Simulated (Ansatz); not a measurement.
Compare A (`[SiH3]C1=CC1Cl`) with its isomer B (`C#C[SiH2]CCl`).

Gas-phase electronic energies from Ansatz, PBE0-D4/def2-TZVP geometries. CBS: MP2 limit from def2 TZ/QZ plus the TZ coupled-cluster correction, frozen cores. DFT in def2-TZVPP. B3LYP here is the variant with VWN-RPA as its local correlation; programs differ in this. One conformer a species, not always the lowest.

A:

```xyz
10

Si   -1.4304    0.6133   -0.6912
C     0.1795   -0.1141   -0.1638
C     1.1609   -0.9665   -0.2773
C     1.2310   -0.1070    0.8875
Cl    0.8561   -0.7687    2.5132
H    -1.2411    2.0677   -0.9192
H    -1.8894   -0.0405   -1.9412
H    -2.4188    0.4054    0.3943
H     1.6074   -1.7908   -0.8086
H     1.9447    0.7012    1.0063
```

B:

```xyz
10

C     2.485   -0.552    0.553
C     1.468   -0.226   -0.006
Si   -0.072    0.276   -0.838
C    -1.496    0.254    0.391
Cl   -1.786   -1.404    0.976
H     3.383   -0.845    1.048
H     0.085    1.661   -1.354
H    -0.365   -0.652   -1.955
H    -1.284    0.880    1.258
H    -2.418    0.608   -0.073
```

(1) Which is lower in electronic energy at CCSD(T)/CBS, and by how much? (Best estimate.)

(2) Give E(B) − E(A) in kcal/mol with CCSD(T)/def2-TZVPP, B3LYP-D4, PBE-D4, MP2/def2-TZVPP, ωB97M-V, B3LYP, PBE0-D4. (Estimate.)

Largest T1 diagnostic: 0.011.

## Answers

(1) Computed: B, by 22.1 kcal/mol.

(2) Computed: CCSD(T)/def2-TZVPP -22.0, B3LYP-D4 -19.8, PBE-D4 -14.5, MP2/def2-TZVPP -21.4, ωB97M-V -19.6, B3LYP -20.0, PBE0-D4 -14.7. None reverses the order clearly.

In def2-TZVPP, CCSD(T) changes the Hartree–Fock value by +2.1 kcal/mol (the triples alone add +0.4 kcal/mol) and MP2 by +2.6 kcal/mol.
